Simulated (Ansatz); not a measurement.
`[CH3][GeH2][Cl]` and `[CH3][GeH2][F]` differ in one element.

Ansatz, PBE0-D4/def2-TZVP geometries, multiplicity 1. 

Scalar relativity is left out up to krypton.

```tsv
property	`[CH3][GeH2][Cl]`
HOMO–LUMO gap (B3LYP/def2-TZVPP) / eV	8.11
LUMO energy (PBE/def2-TZVPP) / eV	-0.79
ideal-gas entropy at 298 K and 1 bar (rigid rotor, harmonic PBE0-D4/def2-TZVP) / J/(mol·K)	313
size of the dipole moment (ωB97M-V/def2-TZVPP) / D	2.44
LUMO energy (PBE0/def2-TZVPP) / eV	0.15
HOMO energy (PBE/def2-TZVPP) / eV	-7.14
```

(1) What does the change do to each property? (Best estimate.)

## Answers

(1) Computed: 
```csv
property,`[CH3][GeH2][F]`,shift
HOMO–LUMO gap (B3LYP/def2-TZVPP) / eV,8.98,0.87
LUMO energy (PBE/def2-TZVPP) / eV,-0.50,0.29
"ideal-gas entropy at 298 K and 1 bar (rigid rotor, harmonic PBE0-D4/def2-TZVP) / J/(mol·K)",302,-11
size of the dipole moment (ωB97M-V/def2-TZVPP) / D,2.45,0.01
LUMO energy (PBE0/def2-TZVPP) / eV,0.40,0.25
HOMO energy (PBE/def2-TZVPP) / eV,-7.66,-0.52
```

With PBE0 the HOMO falls by 0.58 eV and the LUMO rises by 0.25 eV, so the gap widens by about 0.83 eV. PBE moves the HOMO by -0.52 eV and ωB97M-V by -0.59 eV. Dipoles are sizes alone; their direction can turn.

B3LYP here is the variant with VWN-RPA as its local correlation; programs differ in this.
